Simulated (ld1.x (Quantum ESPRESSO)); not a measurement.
## An all-electron radial function and its pseudo partner (Pd (Z = 46))

Columns: radius, all-electron u(r) and pseudo u(r) of the 4s shell (level -88.72 eV) of palladium in the configuration [Ar] 3d10 4s2 4p6 4d9 5s1 5p0; PBE, scalar-relativistic, PAW scheme, ld1.x (Quantum ESPRESSO) 7.5.

| r (bohr) | all-electron | pseudo |
| --- | --- | --- |
| 0.108 | -0.4008 | -0.3917 |
| 0.215 | 0.4428 | -0.7490 |
| 0.322 | 0.6200 | -1.0490 |
| 0.430 | 0.1247 | -1.2740 |
| 0.538 | -0.4801 | -1.4105 |
| 0.645 | -0.9175 | -1.4583 |
| 0.752 | -1.1456 | -1.4284 |
| 0.860 | -1.2028 | -1.3361 |
| 0.968 | -1.1461 | -1.2020 |
| 1.075 | -1.0295 | -1.0488 |
| 1.182 | -0.8889 | -0.8932 |
| 1.290 | -0.7454 | -0.7456 |
| 1.398 | -0.6126 | -0.6126 |
| 1.505 | -0.4971 | -0.4971 |
| 1.612 | -0.3990 | -0.3990 |
| 1.720 | -0.3168 | -0.3168 |
| 1.828 | -0.2499 | -0.2499 |
| 1.935 | -0.1964 | -0.1964 |
| 2.042 | -0.1538 | -0.1538 |
| 2.150 | -0.1198 | -0.1198 |
| 2.258 | -0.0930 | -0.0930 |
| 2.365 | -0.0721 | -0.0721 |
| 2.472 | -0.0559 | -0.0559 |
| 2.580 | -0.0431 | -0.0431 |
| 2.688 | -0.0332 | -0.0332 |
| 2.795 | -0.0256 | -0.0256 |

(1) How many radial nodes do the two functions have?

(2) At about which radius was the pseudo-wave matched?

(3) Where does each function peak?

(4) Is the pseudo-wave norm-conserving?

Answers

(1) The all-electron 4s function has n − l − 1 = 3 (the table is too coarse to show those close to the nucleus); the pseudo-wave has 0, since the states of the same l below it are removed with the core.

(2) 1.35 bohr, where the columns begin to agree (steps of 0.11 bohr).

(3) Outermost all-electron maximum near 0.86 bohr, pseudo maximum near 0.65 bohr (to the table’s step).

(4) No, it belongs to a PAW set: the norm inside the radius is not constrained, and the difference is carried by the augmentation charge.
